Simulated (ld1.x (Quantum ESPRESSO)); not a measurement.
Logarithmic derivatives: aluminium, ultrasoft

```json
{"Element": "aluminium", "Generator": "ld1.x (Quantum ESPRESSO) 7.5", "Type": "ultrasoft", "Functional": "PBE", "Relativity": "scalar-relativistic", "Frozen core": "[Ne]", "Valence charge": "3", "Reference configuration": "3s2 3p1", "Partial waves": "3s (bound): rcut 1.55, rcutus 2.15 bohr; 3s channel at 0.05 Ry: rcut 1.55, rcutus 2.15 bohr; 3p (bound): rcut 2.25, rcutus 2.65 bohr; 3p channel at 0.45 Ry: rcut 2.25, rcutus 2.65 bohr", "Local potential": "all-electron potential smoothed inside 1.80 bohr (lloc = -1)", "Core correction": "none", "Augmentation charge": "PSQ, radius 1.25 bohr"}
```

The phase is arctan(r·u′/u) with u = r·R(r), unwrapped; energies in Ry, scanned from -3 to 5 Ry. A pole is an energy at which the radial function vanishes at the test radius. The pseudo phase is shifted by a multiple of π to meet the all-electron one at the reference energy, and phase errors are pseudo minus all-electron; the curves can meet again beyond the range given. Levels narrower than the energy grid can be missing from the lists of poles.

| channel | radius (bohr) | reference energy (Ry) | poles, all-electron | poles, pseudo | unbroken range about the reference energy with phases within 0.05 rad | phase error 1 Ry above the reference energy (rad) |
| --- | --- | --- | --- | --- | --- | --- |
| s | 2.90 | -0.57 | 0.27 | 0.27 | below 2.6 | -0.000 |
| p | 2.90 | -0.20 | 1.00 | 1.00 | below 2.8 | -0.000 |

Phases in the s channel:

```csv
E (Ry),all-electron,pseudo
-3.00,1.336,1.336
-2.52,1.302,1.302
-2.04,1.248,1.248
-1.56,1.140,1.140
-1.08,0.807,0.807
-0.60,-0.736,-0.736
-0.12,-1.420,-1.420
0.36,-1.594,-1.594
0.84,-1.694,-1.694
1.32,-1.789,-1.790
1.80,-1.931,-1.933
2.28,-2.271,-2.286
2.76,-3.390,-3.459
3.24,-4.223,-4.257
3.72,-4.463,-4.485
4.20,-4.567,-4.588
4.68,-4.628,-4.651
```
